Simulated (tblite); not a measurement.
C₂H₃N₃, triplet, at a GFN2-xTB geometry (a higher spin typed on purpose: for a closed-shell molecule this is an excited state); IPEA1-xTB (tblite).

Here is a job for tblite.
```
$ tblite run mol.xyz --method ipea1 --charge 0 --spin 2 --json tblite.json --no-restart

# file mol.xyz
8

C      1.17101317     0.00475057    -0.09247031
N      0.44636478     1.08338049    -0.11598651
C     -0.85666527     0.74776666     0.09263815
N     -0.94222099    -0.66666020     0.20744920
N      0.37784307    -1.08306690     0.01405913
H      2.22920053    -0.05749973    -0.21574880
H     -1.68090099     1.38200876    -0.14596717
H     -1.60829484    -1.17518597    -0.37794388
```

What the program printed (banner, timings and long lists left out):

```
xTB calculator
 | screened Coulomb repulsion
 | Coulomb electrostatics
 |  * isotropic Klopman-Ohno-Mataga-Nishimoto electrostatics
 |  * onsite third-order electrostatics
 | DFT-D3(BJ) dispersion correction

halogen bonding energy    0.0000000000000E+00 Eh
repulsion energy          2.1915257321783E-01 Eh
dispersion energy        -2.3315697544015E-03 Eh
number of electrons       2.6000000000000E+01 e
integral cutoff           4.0000000000000E+01 bohr

------------------------------------------------------------
  cycle        total energy    energy error   density error
------------------------------------------------------------
      1     -17.36309537166  -1.7579916E+01   5.6412691E-01
      2     -17.30939749832   5.3697873E-02   4.6962446E-01
      3     -17.56221919118  -2.5282169E-01   2.8058534E-01
      4     -17.68225098940  -1.2003180E-01   7.8623190E-02
      5     -17.69849440639  -1.6243417E-02   5.2293396E-02
      6     -17.70907347842  -1.0579072E-02   1.2869481E-02
      7     -17.70895672311   1.1675531E-04   9.6069316E-03
      8     -17.70875667860   2.0004451E-04   1.2908000E-02
      9     -17.70880019474  -4.3516146E-05   1.2177882E-02
     10     -17.70932988429  -5.2968955E-04   3.7074205E-03
     11     -17.70938143626  -5.1551965E-05   6.1443005E-04
     12     -17.70938288848  -1.4522201E-06   5.4376296E-05
     13     -17.70938289597  -7.4928401E-09   2.9334719E-05
     14     -17.70938289864  -2.6730191E-09   1.2015407E-05
------------------------------------------------------------

electronic energy        -1.7926203902108E+01 Eh
total energy             -1.7709382898644E+01 Eh

Post processing:
 | Mayer-Wiberg bond orders

[Info] JSON dump of results written to 'tblite.json'
```
